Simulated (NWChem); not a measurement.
System: AlH$_{3}$; SMILES [AlH3]

Input file for NWChem:

```
start job
memory heap 200 mb stack 900 mb global 1100 mb
geometry units angstroms noautosym nocenter noautoz
  Al     0.000000     0.000000     0.000000
  H      1.124315     1.124315     0.000000
  H      0.411528    -1.535843     0.000000
  H     -1.535843     0.411528     0.000000
end
basis spherical
  * library def2-svpd
end
dft
  xc xpbe96 cpbe96
  iterations 150
end
property
  response 1 0.0
end
task dft property
```

Output (shortened):

```
             Northwest Computational Chemistry Package (NWChem) 7.3.0
             --------------------------------------------------------

                             Geometry "geometry" -> ""
                             -------------------------

 Output coordinates in angstroms (scale by  1.889725989 to convert to a.u.)

  No.       Tag          Charge          X              Y              Z
 ---- ---------------- ---------- -------------- -------------- --------------
    1 Al                  13.0000     0.00000000     0.00000000     0.00000000
    2 H                    1.0000     1.12431500     1.12431500     0.00000000
    3 H                    1.0000     0.41152800    -1.53584300     0.00000000
    4 H                    1.0000    -1.53584300     0.41152800     0.00000000

 Effective nuclear repulsion energy (a.u.)      13.5560888094

  pbe96 is a nonlocal functional; adding pw91lda local functional.
                              NWChem Property Module
                              ----------------------

                                 NWChem DFT Module
                                 -----------------

 Summary of "ao basis" -> "ao basis" (spherical)
 ------------------------------------------------------------------------------
       Tag                 Description            Shells   Functions and Types
 ---------------- ------------------------------  ------  ---------------------
 Al                        def2-svpd                10       24   5s3p2d
 H                         def2-svpd                 4        8   2s2p

            General Information
            -------------------
          SCF calculation type: DFT
          Wavefunction type:  closed shell.
          No. of atoms     :     4
          No. of electrons :    16
           Alpha electrons :     8
            Beta electrons :     8
          Charge           :     0
          Spin multiplicity:     1
          Use of symmetry is: off; symmetry adaption is: off
          Maximum number of iterations: 150
          AO basis - number of functions:    48
                     number of shells:    22
          Convergence on energy requested:  1.00D-06
          Convergence on density requested:  1.00D-05
          Convergence on gradient requested:  5.00D-04

              XC Information
              --------------
          PerdewBurkeErnzerhof Exchange Functional  1.000
            Perdew 1991 LDA Correlation Functional  1.000 local
           PerdewBurkeErnz. Correlation Functional  1.000 non-local

             Grid Information
             ----------------
          Grid used for XC integration:  medium
          Radial quadrature: Mura-Knowles
          Angular quadrature: Lebedev.
          Tag              B.-S. Rad. Rad. Pts. Rad. Cut. Ang. Pts.
          ---              ---------- --------- --------- ---------
          Al                  1.25       88           8.0       590
          H                   0.35       45           9.0       434
          Grid pruning is: on
          Number of quadrature shells:   223
          Spatial weights used:  Erf1

      Superposition of Atomic Density Guess
      -------------------------------------

 Sum of atomic energies:        -243.28950125

      Non-variational initial energy
      ------------------------------

 Total energy =    -243.274563
 1-e energy   =    -364.790224
 2-e energy   =     107.959572
 HOMO         =      -0.361073
 LUMO         =      -0.021389

   convergence    iter        energy       DeltaE   RMS-Dens  Diis-err
 ---------------- ----- ----------------- --------- --------- ---------
 d= 0,ls=0.0,diis     1   -243.9545053555 -2.58D+02  9.62D-03  6.58D-02
 d= 0,ls=0.0,diis     2   -243.9623666318 -7.86D-03  4.22D-03  6.20D-03
 d= 0,ls=0.0,diis     3   -243.9637940176 -1.43D-03  1.30D-03  1.18D-03
 d= 0,ls=0.0,diis     4   -243.9640415593 -2.48D-04  4.94D-05  3.04D-06
 d= 0,ls=0.0,diis     5   -243.9640419754 -4.16D-07  7.45D-06  5.20D-08

         Total DFT energy =     -243.964041975444
      One electron energy =     -365.417190773609
           Coulomb energy =      127.443833743932
    Exchange-Corr. energy =      -19.546773755201
 Nuclear repulsion energy =       13.556088809434

 Numeric. integr. density =       15.999993084907

                       DFT Final Molecular Orbital Analysis
                       ------------------------------------

 Vector    6  Occ=2.000000D+00  E=-3.764325D-01
              MO Center= -2.7D-06, -2.7D-06,  3.6D-10, r^2= 2.3D+00
   Bfn.  Coefficient  Atom+Function         Bfn.  Coefficient  Atom+Function
  ----- ------------  ---------------      ----- ------------  ---------------
     3      0.659391  1 Al s                  2      0.350996  1 Al s
    25      0.198635  2 H  s                 33      0.198636  3 H  s
    41      0.198636  4 H  s                  4      0.113499  1 Al s
     1      0.057156  1 Al s                 26      0.044181  2 H  s
    34      0.044180  3 H  s                 42      0.044180  4 H  s

[...]

 DFT Linear Response polarizability / au
 Frequency  =       0.0000000 / au
              X              Y              Z
 -----------------------------------------------
 X      36.2639859     -0.0000161      0.0000000
 Y      -0.0000161     36.2639859      0.0000000
 Z       0.0000000      0.0000000     29.0237825
 -----------------------------------------------
 Eigenvalues =      36.2639698     36.2640020     29.0237825
 Isotropic   =      33.8505848
 Anisotropic =       7.2402034
 -----------------------------------------------

 Magnetic Dipole Response Matrix (nonzero elements):

 Exiting AOResponse driver routine
```

Level: PBE/def2-SVPD. Geometry: optimised at PBE0/def2-SVP.
